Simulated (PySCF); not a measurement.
Se(Cl)(SH) (ClHSSe), SMILES S[Se]Cl.

Geometry: B3LYP-D3(BJ)/def2-TZVP. One conformer was computed; it need not be the lowest.

The numbers are results of B3LYP/def2-TZVPD in PySCF, not measurements.

Gas-phase values at a fixed geometry.

```json
{
 "total_energy": "-3260.66027 hartree",
 "highest_occupied_level": "-6.94 eV",
 "lowest_empty_level": "-2.81 eV",
 "orbital_gap": "4.13 eV",
 "dipole_moment": "1.76 D",
 "quadrupole, principal values (traceless, Buckingham form, about the centre of nuclear charge)": "-3.23, -1.26, 4.50 D·Å",
 "mean_static_polarisability": "68.6 bohr³ (10.16 Å³)",
 "polarisability_principal_values": "51.3, 62.2, 92.3 bohr³"
}
```
